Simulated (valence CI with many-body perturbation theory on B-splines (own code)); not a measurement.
## Level structure of Cs23+

Level of theory: valence CI with perturbative core correlation (CI+MBPT): four valence electrons over a frozen Dirac-Fock core [Ar] 3d10, a basis of 11 s, 11 p, 10 d, 8 f, 5 g, 2 h functions for each j, with the one-electron correlation potential Σ1, the two-electron term Σ2, the three-electron term Σ3, Breit, model QED; selected CI, second order for the rest, scaled by the run's own slope (own B-spline code, finite nucleus).

No measured levels were compared; by estimate levels hold to about 250 cm⁻¹ or 0.2 % of their energy and the worst to 1 %, as in measured heavy ions of charge 2 to 7; those with d or f electrons hold less well. Among the levels kept, up to 450 cm⁻¹ of a level comes from second order outside the variational space, and about a tenth of that is noise between levels of different J, which matters for small intervals.

Levels 136 to 180 of 184, with energies above the lowest level, (4s^2 4p1/2^2) J=0. "Leading %" is the weight of the configuration and term that name the level; weights of strongly mixed levels are sums over their largest components and can fall short. In the jj column 3d3/2^4 stands for four electrons in 3d with j = 3/2. Lifetimes count E1, E2, E3, M1 and M2 decay at the calculated energies, and are blank where another channel may lead or the interval is too uncertain; long ones can be off by a factor of two.

| No. | Configuration | Term | J | E (cm⁻¹) | Leading % | Lifetime | Second component | Leading jj |
| --- | --- | --- | --- | --- | --- | --- | --- | --- |
| 136 | 4p³4d | ³D° | 2 | 2124700 | 40 | 11.1 ps | 29 % 4p³4d ³P° | 4p1/2 4p3/2^2 4d5/2 (81 %) |
| 137 | 4p³4d | ³D° | 2 | 2127600 | 28 | 6.23 ps | 25 % 4p³4d ³F° | 4p1/2 4p3/2^2 4d5/2 (48 %) |
| 138 | 4p³4d | ³S° | 1 | 2128400 | 37 | 4.27 ps | 27 % 4p³4d ¹P° | 4p1/2 4p3/2^2 4d5/2 (65 %) |
| 139 | 4s4p4d² | ⁵G° | 3 | 2134400 | 21 | 6.56 ps | 10 % 4s4p²4f ⁵F° | 4s 4p1/2 4d3/2 4d5/2 (37 %) |
| 140 | 4s4p²4f | ⁵G° | 2 | 2136100 | 30 | 4.02 ps | 22 % 4s4p4d² ⁵G° | 4s 4p1/2^2 4f5/2 (50 %) |
| 141 | 4p³4d | ³F° | 3 | 2138000 | 47 | 6.41 ps | 16 % 4p³4d ¹F° | 4p1/2 4p3/2^2 4d5/2 (55 %) |
| 142 | 4s4p4d² | ⁵G° | 4 | 2139600 | 49 | 9.98 ps | 11 % 4s4p4d² ⁵F° | 4s 4p1/2 4d3/2 4d5/2 (52 %) |
| 143 | 4p³4d | ¹F° | 3 | 2143200 | 39 | 6.29 ps | 16 % 4p³4d ³D° | 4p1/2 4p3/2^2 4d5/2 (51 %) |
| 144 | 4s4p²4f | ³G° | 3 | 2154300 | 18 | 10.6 ps | 7 % 4s4p²4f ¹F° | 4s 4p1/2^2 4f7/2 (25 %) |
| 145 | 4s4p4d² | ⁵D° | 2 | 2158600 | 21 | 4.87 ps | 7 % 4s4p4d² ⁵F° | 4s 4p1/2 4d3/2 4d5/2 (52 %) |
| 146 | 4s4p4d² | ⁵D° | 0 | 2159400 | 89 | 5.14 ps | 5 % 4s4p4d² ³P° | 4s 4p1/2 4d3/2^2 (51 %) |
| 147 | 4s4p4d² | ⁵D° | 1 | 2160700 | 63 | 5.94 ps | 12 % 4s4p4d² ³D° | 4s 4p1/2 4d3/2 4d5/2 (73 %) |
| 148 | 4p³4d | ¹D° | 2 | 2167400 | 15 | 3.60 ps | 9 % 4s4p²4f ⁵G° | 4p1/2 4p3/2^2 4d5/2 (40 %) |
| 149 | 4s4p4d² | ⁵G° | 5 | 2169800 | 53 | 16.7 ps | 12 % 4s4p²4f ⁵G° | 4s 4p1/2 4d3/2 4d5/2 (34 %) |
| 150 | 4p³4d | ³D° | 1 | 2173600 | 32 | 2.64 ps | 22 % 4p³4d ¹P° | 4p1/2 4p3/2^2 4d3/2 (56 %) |
| 151 | 4s4p4d² | ⁵F° | 1 | 2181400 | 46 | 3.10 ps | 18 % 4s4p4d² ⁵P° | 4s 4p1/2 4d3/2^2 (44 %) |
| 152 | 4s4p4d² | ⁵D° | 3 | 2183700 | 20 | 4.65 ps | 14 % 4s4p²4f ³G° | 4s 4p1/2 4d3/2 4d5/2 (31 %) |
| 153 | 4s4p4d² | ³H° | 4 | 2185900 | 40 | 19.8 ps | 13 % 4s4p4d² ³G° | 4s 4p1/2 4d3/2 4d5/2 (41 %) |
| 154 | 4s4p4d² | ⁵P° | 1 | 2190800 | 42 | 3.72 ps | 19 % 4s4p4d² ⁵D° | 4s 4p1/2 4d3/2^2 (40 %) |
| 155 | 4s4p4d² | ⁵D° | 2 | 2193500 | 29 | 3.14 ps | 27 % 4s4p4d² ⁵F° | 4s 4p1/2 4d3/2 4d5/2 (35 %) |
| 156 | 4s4p4d² | ⁵D° | 4 | 2198600 | 24 | 7.97 ps | 14 % 4s4p4d² ³H° | 4s 4p1/2 4d5/2^2 (38 %) |
| 157 | 4s4p4d² | ³F° | 2 | 2205200 | 40 | 5.25 ps | 7 % 4s4p4d² ⁵F° | 4s 4p1/2 4d3/2 4d5/2 (28 %) |
| 158 | 4s4p4d² | ³H° | 5 | 2206500 | 26 | 24.9 ps | 17 % 4s4p4d² ³G° | 4s 4p1/2 4d3/2 4d5/2 (30 %) |
| 159 | 4s4p4d² | ⁵D° | 3 | 2212500 | 25 | 3.85 ps | 15 % 4s4p4d² ⁵F° | 4s 4p1/2 4d3/2 4d5/2 (49 %) |
| 160 | 4p³4d | ³F° | 4 | 2216300 | 29 | 11.3 ps | 10 % 4s4p4d² ³F° | 4p3/2^3 4d5/2 (52 %) |
| 161 | 4s4p4d² | ⁵D° | 3 | 2225300 | 18 | 5.80 ps | 12 % 4s4p²4f ⁵G° | 4s 4p1/2 4d3/2 4d5/2 (31 %) |
| 162 | 4s4p4d² | ³D° | 1 | 2227600 | 30 | 4.25 ps | 9 % 4s4p4d² ³P° | 4p3/2^3 4d3/2 (20 %) |
| 163 | 4p³4d | ³P° | 0 | 2227800 | 67 | 2.72 ps | 12 % 4s4p4d² ³P° | 4p3/2^3 4d3/2 (72 %) |
| 164 | 4s4p²4f | ⁵G° | 5 | 2228000 | 37 | 5.44 ps | 25 % 4s4p²4f ⁵F° | 4s 4p1/2 4p3/2 4f7/2 (64 %) |
| 165 | 4s4p²4f | ⁵G° | 6 | 2228000 | 41 | 65.9 ps | 28 % 4s4p4d² ⁵G° | 4s 4p1/2 4p3/2 4f7/2 (56 %) |
| 166 | 4s4p4d² | ⁵P° | 2 | 2228600 | 29 | 4.25 ps | 15 % 4s4p4d² ⁵D° | 4s 4p1/2 4d3/2 4d5/2 (42 %) |
| 167 | 4s4p²4f | ³D° | 2 | 2231000 | 16 | 4.71 ps | 15 % 4s4p²4f ⁵F° | 4s 4p1/2 4p3/2 4f5/2 (40 %) |
| 168 | 4s4p4d² | ⁵F° | 3 | 2232300 | 21 | 3.61 ps | 20 % 4s4p²4f ⁵D° | 4s 4p1/2 4p3/2 4f5/2 (39 %) |
| 169 | 4s4p²4f | ⁵G° | 4 | 2233200 | 22 | 5.32 ps | 12 % 4p³4d ³F° | 4s 4p1/2 4p3/2 4f5/2 (38 %) |
| 170 | 4p³4d | ³P° | 2 | 2233800 | 14 | 5.33 ps | 10 % 4s4p4d² ⁵P° | 4p3/2^3 4d5/2 (34 %) |
| 171 | 4s4p²4f | ⁵F° | 1 | 2235300 | 52 | 4.96 ps | 8 % 4s4p²4f ⁵D° | 4s 4p1/2 4p3/2 4f5/2 (60 %) |
| 172 | 4s4p4d² | ⁵F° | 4 | 2236700 | 18 | 3.50 ps | 17 % 4s4p²4f ⁵D° | 4s 4p1/2 4p3/2 4f7/2 (30 %) |
| 173 | 4s4p4d² | ³G° | 3 | 2239000 | 23 | 8.01 ps | 13 % 4s4p4d² ³F° | 4s 4p1/2 4d5/2^2 (23 %) |
| 174 | 4s4p²4f | ⁵F° | 2 | 2243000 | 16 | 5.27 ps | 13 % 4s4p4d² ³D° | 4s 4p1/2 4d5/2^2 (30 %) |
| 175 | 4s4p²4f | ⁵F° | 1 | 2245900 | 13 | 3.05 ps | 12 % 4p³4d ³P° | 4p3/2^3 4d3/2 (28 %) |
| 176 | 4p³4d | ¹F° | 3 | 2254000 | 22 | 3.36 ps | 16 % 4s4p²4f ³D° | 4p3/2^3 4d3/2 (24 %) |
| 177 | 4s4p²4f | ⁵D° | 0 | 2257600 | 53 | 5.75 ps | 27 % 4s4p4d² ⁵D° | 4s 4p1/2 4p3/2 4f5/2 (49 %) |
| 178 | 4s4p²4f | ⁵F° | 5 | 2259000 | 38 | 5.47 ps | 38 % 4s4p²4f ³G° | 4s 4p1/2 4p3/2 4f7/2 (65 %) |
| 179 | 4s4p²4f | ⁵D° | 2 | 2259800 | 27 | 5.07 ps | 13 % 4s4p²4f ⁵F° | 4s 4p1/2 4p3/2 4f5/2 (51 %) |
| 180 | 4s4p²4f | ⁵D° | 1 | 2260700 | 34 | 5.03 ps | 18 % 4s4p4d² ⁵D° | 4s 4p1/2 4p3/2 4f5/2 (50 %) |

Where two levels of one J and parity lie close, their mixing, g and order are uncertain.
